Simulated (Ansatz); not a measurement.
C$_{2}$H$_{4}$BClO (`BC(=O)CCl`). Charge 0, multiplicity 1.

```xyz
9

B    -1.0634   -0.4331   -0.7159
C    -0.3330    0.6970    0.1313
O    -0.7116    1.8030    0.4143
C     1.0237    0.1615    0.5801
Cl    0.9784   -1.4875   -0.1435
H    -1.8724   -1.1291   -0.1800
H    -1.0070   -0.3923   -1.9081
H     1.8666    0.7093    0.1604
H     1.1186    0.0713    1.6615
```

List the harmonic frequencies (cm⁻¹, unscaled) at PBE0-D4/def2-TZVP in Ansatz. (Best estimate.)

The calculation gave: 82, 142, 386, 399, 439, 569, 671, 742, 750, 950, 962, 1100, 1109, 1186, 1227, 1421, 1831, 2597, 2684, 3105, 3181.

Is this a minimum?

Yes, all 21 modes are real.

Give the ideal-gas thermochemistry at 298.15 K and 1 bar (rigid rotor, harmonic oscillator; point group Cs, symmetry number 1).

Zero-point energy 152.7 kJ/mol; H(298) − E = 170.5 kJ/mol; entropy 321.3 J/(mol·K), of which translation 165.0, rotation 109.2, vibration 47.0; G(298) − E = 74.7 kJ/mol. Modes under 100 cm⁻¹ are hindered rotations or soft bends, so the harmonic entropy is rough.
